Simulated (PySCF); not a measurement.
From a computed spectrum to the compound

A species of 13 atoms with charge 0 has these harmonic modes (PBE0, small Gaussian bases with core potentials, PySCF 2.14.0):

```tsv
cm⁻¹	km/mol	symmetry
29	13.6	a2
35	2.7	e
35	2.7	e
52	0.0	a1
56	0.1	e
56	0.1	e
109	0.1	a2
137	1.3	e
137	1.3	e
226	0.7	a2
236	0.1	e
236	0.1	e
248	0.0	a1
297	129.7	e
297	129.7	e
744	0.6	a2
745	0.0	e
745	0.0	e
783	80.6	e
783	80.6	e
792	0.0	a1
851	0.7	a2
853	29.5	e
853	29.5	e
1106	136.9	e
1106	136.9	e
1110	0.0	a1
1332	7.4	e
1332	7.4	e
1347	940.6	a2
1794	1027.7	e
1794	1027.7	e
1814	0.0	a1
```

Problem. Which species is it, and in which structure?

Solution. La(NO3)3 (singlet):
```xyz
13

La    0.0000    0.0000    0.0000
O     2.2173   -0.1292    1.0642
O     2.2173    0.1291   -1.0642
N     2.9132    0.0000    0.0000
O     4.0957    0.0000    0.0000
O    -0.9968    1.9848    1.0642
O    -1.2205    1.8556   -1.0642
N    -1.4566    2.5230    0.0000
O    -2.0478    3.5470    0.0000
O    -1.2205   -1.8556    1.0642
O    -0.9968   -1.9848   -1.0642
N    -1.4566   -2.5229    0.0000
O    -2.0479   -3.5470    0.0000
```
Ideal gas at 298.15 K and 1 bar: S = 520.7 J/(mol K), Cp = 181.4 J/(mol K), H − H(0 K) = 38.4 kJ/mol (rigid rotor, harmonic modes, spin degeneracy alone; the modes under 60 cm⁻¹ make these uncertain). 
 This is one of several that fit.
